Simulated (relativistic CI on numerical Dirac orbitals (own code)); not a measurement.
Electric-dipole transitions in Rh⁴⁰⁺

Calculated at this level of theory: Dirac-Coulomb-Breit CI, separate exchange-only KLI orbitals for each configuration, QED by a radiative potential, unscaled Slater integrals (own radial code, finite nucleus).

Configuration list (outside the closed core 1s2): 2s²2p, 2s2p², 2p³, 2p²3s, 2p²3p, 2p²3d, 2s²3s, 2s²3p, 2s²3d, 2s2p3s, 2s2p3p, 2s2p3d, 2s²4s, 2s²4p, 2s²4d, 2s²4f, 2s2p4s, 2s2p4p, 2s2p4d, 2s2p4f, 2s²5s, 2s²5p, 2s²5d, 2s²5f, 2s²5g, 2s3s², 2s3s3p, 2s3s3d, 2s3p², 2s3p3d, 2s2p5s, 2s2p5p, 2p3s², 2s2p5d, 2s2p5f, 2s2p5g. Levels of other configurations are missing.

```
λ vac (nm)                Lower                 Upper   A (s⁻¹)        gf  Branching (%)
   0.34633      2s2p² ⁴P3/2 [4]    2s2p3d ⁴P°1/2 [59]  2.12e+14  7.61e-01           95.6
   0.34644      2s2p² ⁴P3/2 [4]    2s2p3d ⁴P°3/2 [57]  1.58e+14  1.14e+00           63.5
   0.34657     2s²2p ²P°1/2 [1]      2s²3d ²D3/2 [23]  2.15e+14  1.55e+00           88.0
   0.34668      2s2p² ⁴P3/2 [4]    2s2p3d ⁴D°5/2 [55]  8.71e+13  9.41e-01           39.2
   0.34788      2s2p² ²D3/2 [6]    2s2p3d ²F°5/2 [74]  2.18e+14  2.37e+00           90.7
   0.34833      2s2p² ⁴P1/2 [2]    2s2p3d ⁴D°3/2 [35]  2.02e+14  1.47e+00           79.9
   0.34837      2s2p² ⁴P1/2 [2]    2s2p3d ⁴D°1/2 [34]  3.05e+14  1.11e+00           94.1
   0.34899      2s2p² ⁴P5/2 [5]    2s2p3d ⁴F°7/2 [56]  1.72e+14  2.52e+00           92.3
   0.34921      2s2p² ⁴P5/2 [5]    2s2p3d ⁴D°5/2 [55]  1.23e+14  1.35e+00           55.4
   0.35073      2p³ ²D°5/2 [13]     2p²3d ²F7/2 [119]  1.82e+14  2.69e+00           99.7
   0.35081       2p³ ²P°3/2 [9]      2p²3d ⁴P3/2 [98]  1.71e+14  1.26e+00           63.3
   0.35192       2p³ ²P°3/2 [9]      2p²3d ⁴P5/2 [94]  1.25e+14  1.40e+00           67.0
   0.35817      2s2p² ²D5/2 [8]    2s2p3d ²F°7/2 [76]  7.90e+13  1.22e+00           93.8
   0.36139     2s²2p ²P°3/2 [3]      2s²3d ²D5/2 [25]  2.02e+14  2.38e+00          100.0
   0.36149      2s2p² ⁴P3/2 [4]    2s2p3d ⁴P°5/2 [33]  1.48e+14  1.74e+00           79.1
   0.36205      2s2p² ²D5/2 [8]    2s2p3d ²F°7/2 [67]  2.66e+14  4.19e+00           92.8
   0.36286      2s2p² ⁴P5/2 [5]    2s2p3d ⁴F°7/2 [36]  1.70e+14  2.68e+00           99.9
   0.36319      2s2p² ²D5/2 [8]    2s2p3d ²D°5/2 [63]  1.40e+14  1.67e+00           86.0
   0.36335      2p³ ²P°3/2 [15]     2p²3d ²D5/2 [125]  1.79e+14  2.13e+00           97.4
   0.36360     2s2p² ²P3/2 [11]    2s2p3d ²D°5/2 [79]  2.81e+14  3.35e+00           97.3
   0.36404      2p³ ⁴S°3/2 [12]     2p²3d ²D5/2 [100]  2.10e+14  2.51e+00           65.6
   0.36535      2p³ ²D°5/2 [13]     2p²3d ²F7/2 [101]  2.78e+14  4.44e+00           99.8
   0.36606      2s2p² ²D3/2 [6]    2s2p3d ²F°5/2 [39]  1.16e+14  1.40e+00           84.9
   0.36607      2p³ ²P°3/2 [15]     2p²3d ²D5/2 [123]  2.30e+14  2.77e+00           94.1
   0.36641       2p³ ²P°3/2 [9]      2p²3d ²D5/2 [60]  1.60e+14  1.93e+00           98.4
   0.36645      2p³ ²P°3/2 [15]     2p²3d ²P3/2 [122]  2.05e+14  1.65e+00           86.7
   0.36666      2s2p² ²P1/2 [7]    2s2p3d ²D°3/2 [38]  1.39e+14  1.12e+00           78.0
   0.36854      2p³ ²P°1/2 [14]     2p²3d ²D3/2 [102]  1.69e+14  1.37e+00           85.8
    1.0567    2s2p3p ⁴D5/2 [29]   2s2p4d ⁴F°7/2 [150]  1.97e+13  2.64e+00           23.7
    1.0698     2s²3d ²D3/2 [23]    2s²4f ²F°5/2 [131]  3.47e+13  3.58e+00           84.4
    1.0726   2s2p3d ⁴F°5/2 [32]    2s2p4f ⁴G7/2 [153]  2.65e+13  3.65e+00           64.8
    1.0754   2s2p3d ⁴F°3/2 [31]    2s2p4f ⁴G5/2 [145]  3.30e+13  3.43e+00           80.8
    1.0795   2s2p3d ⁴F°9/2 [58]   2s2p4f ⁴G11/2 [184]  4.03e+13  8.46e+00           99.9
    1.0807   2s2p3d ⁴F°7/2 [56]    2s2p4f ⁴G9/2 [180]  3.30e+13  5.77e+00           81.1
    1.0810     2s²3d ²D5/2 [25]    2s²4f ²F°7/2 [132]  3.97e+13  5.56e+00           97.5
    1.0862   2s2p3d ²F°7/2 [76]    2s2p4f ²G9/2 [203]  3.88e+13  6.86e+00           96.4
    1.0904   2s2p3d ⁴F°7/2 [36]    2s2p4f ⁴G9/2 [156]  3.97e+13  7.07e+00           98.5
    1.0940   2s2p3d ⁴P°5/2 [33]    2s2p4f ⁴F7/2 [147]  2.38e+13  3.41e+00           59.0
    1.0997   2s2p3d ²D°3/2 [38]    2s2p4f ²F5/2 [157]  3.33e+13  3.62e+00           82.4
    1.1012   2s2p3d ²F°5/2 [39]    2s2p4f ²G7/2 [158]  2.89e+13  4.20e+00           72.0
    1.1039   2s2p3d ²F°7/2 [67]    2s2p4f ²G9/2 [185]  3.68e+13  6.72e+00           92.1
    2.3981  2s2p4f ⁴G11/2 [184]  2s2p5g ⁴H°13/2 [283]  1.21e+13  1.45e+01           99.5
    2.3989   2s²4f ²F°7/2 [132]     2s²5g ²G9/2 [213]  1.22e+13  1.05e+01           99.4
    2.3990   2s2p4f ⁴G9/2 [156]  2s2p5g ⁴H°11/2 [245]  1.20e+13  1.25e+01           99.5
    2.4006   2s2p4f ⁴F7/2 [147]   2s2p5g ⁴F°9/2 [226]  1.20e+13  1.04e+01           99.4
```

Terms are leading LS components. Brackets give the number of a level in order of energy, since labels repeat. The list gives strong lines, with weight on those to low levels, without lines whose two gauges differ by over a factor of 2.5, among the lowest 309 of 358 levels, so that lines to higher ones, which can be the strongest, are missing. Levels whose partners in the same complex of configurations lie outside the list can be far off, and so can their lines. Rates are taken at the computed energies, electric ones in the length gauge.

At this charge energies of transitions that change n are usually good to better than 1 %, and those within a shell (Δn = 0) to a few per cent.

LS names give the leading component of a level, which can be under half, so a name can repeat, a term be missing and a line seem to break the LS rules.
